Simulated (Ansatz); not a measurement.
Input for Ansatz (development build ahead of 0.2.0):

```yaml
crystal:
  periodic: [false, false, false]
  atoms:
    - { symbol: Cl, position_ang: [-0.0287, 0.00582, -2.23863] }
    - { symbol: Cd, position_ang: [-0.01015, -0.01683, 0.02842] }
    - { symbol: Cl, position_ang: [-0.00649, 0.01164, 2.27008] }
basis:
  gaussian: { orbitals: def2-SVP }
hamiltonian:
  xc: hf
correlation:
  method: mp2
  frozen_orbitals: { Cd: 0, Cl: 5 }
```

The input is written out in the form of the current development build from the run's settings. The basis set brings a core potential for Cd, so the total leaves out those core electrons.

Results

```yaml
Converged: yes
Reference_energy: -1085.64528 hartree
Correlation_energy: -0.62427 hartree
Total_energy: -1086.26954 hartree
Spin_squared_of_the_determinant: 0.000
```
